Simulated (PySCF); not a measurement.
Screening by computed properties: pick the candidate that meets the target.

Species are written as SMILES; each is one conformer at its optimised geometry, gas phase, non-relativistic unless stated; the electronic structure was computed with PySCF and density fitting.

Dipoles, sizes and rotational constants follow the conformer. The torsions of the flexible species, by atom-mapped SMILES:
- `[CH3:1][CH2:2][c:3]1[n:4][cH:5][n:6][n:7][c:8]1[CH3:9]`: C1–C2–C3–N4 3°
- `[CH:1]#[C:2][c:3]1[cH:4][p:5][c:6]([C:7](=[O:8])[O:9][CH3:10])[s:11]1`: P5–C6–C7–O8 180°, C6–C7–O9–C10 180°
- `[CH2:1]=[CH:2][c:3]1[n:4][n:5]([CH3:6])[n:7][c:8]1[CH3:9]`: C1–C2–C3–N4 2°
- `[CH2:1]=[CH:2][c:3]1[n:4][n:5][n:6]([CH3:7])[c:8]1[CH3:9]`: C1–C2–C3–N4 -2°
- `[CH3:1][CH:2]([CH3:3])[c:4]1[cH:5][n:6][cH:7][n:8][n:9]1`: C1–C2–C4–C5 118°

(1) Wanted: HOMO energy below -6.7 eV (PBE0/pcSseg-1) and dipole moment below 2 D (PBE0/pcSseg-1), at GFN2-xTB geometries. Which candidate meets both?
A. `CCc1ncnnc1C`
B. `C#Cc1cpc(C(=O)OC)s1`
C. `C=Cc1nnn(C)c1C`
D. `C=Cc1nn(C)nc1C`
E. `CC(C)c1cncnn1`

## Answers

(1) B. Computed values:
| species | HOMO energy | dipole moment |
| --- | --- | --- |
| C#Cc1cpc(C(=O)OC)s1 | -7.10 eV | 1.66 D |
| CC(C)c1cncnn1 | -6.77 eV | 2.75 D |
| CCc1ncnnc1C | -6.66 eV | 3.64 D |
| C=Cc1nn(C)nc1C | -6.52 eV | 0.46 D |
| C=Cc1nnn(C)c1C | -6.40 eV | 5.06 D |
